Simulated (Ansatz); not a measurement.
Basis sets compared for (ClMg-mu-F)2 (Mg₂Cl₂F₂). Charge 0, multiplicity 1. Geometry r2SCAN-D4/def2-SVP. Ansatz on 4 threads of Arm Neoverse N1 on a shared host; times are rough, and most runs start from earlier orbitals.

```xyz
6

Mg   -0.5553   -0.1499    1.3336
Cl   -1.3946   -0.3776    3.3560
F     0.9187   -0.7690    0.2950
Mg    0.5519    0.1495   -1.3350
Cl    1.3982    0.3750   -3.3548
F    -0.9189    0.7720   -0.2948
```

B3LYP takes the VWN-RPA correlation.

Binding counts from free atoms (Mg singlet, Cl doublet, F doublet) in the same basis, without a counterpoise term.

| level | functions | energy (Eh) | HOMO (eV) | LUMO (eV) | binding per atom (eV) | wall time |
| --- | --- | --- | --- | --- | --- | --- |
| HF/STO-3G | 46 | -1499.9228 | -8.64 | 8.45 | 3.86 | 0.3 s |
| HF/6-31G | 70 | -1517.3626 | -12.07 | 0.29 | 2.56 | 0.6 s |
| PBE-D4/def2-SVP | 100 | -1519.2243 | -7.19 | -2.60 | 3.66 | 1.8 s |
| B3LYP-D4/6-31G | 70 | -1520.5557 | -8.46 | -2.52 | 3.22 | 1.8 s |
| PBE0-D4/def2-SVP | 100 | -1519.3427 | -8.61 | -1.89 | 3.57 | 2.3 s |

Question: Estimate the rows for PBE-D4/def2-TZVP, B3LYP-D4/def2-TZVP, PBE0-D4/def2-TZVP.

Answer: 
| level | functions | energy (Eh) | HOMO (eV) | LUMO (eV) | binding per atom (eV) | wall time |
| --- | --- | --- | --- | --- | --- | --- |
| PBE-D4/def2-TZVP | 200 | -1519.9214 | -7.33 | -2.73 | 3.54 | 3.1 s |
| B3LYP-D4/def2-TZVP | 200 | -1520.8184 | -8.44 | -2.31 | 3.45 | 4.8 s |
| PBE0-D4/def2-TZVP | 200 | -1520.0347 | -8.71 | -1.99 | 3.47 | 5.5 s |
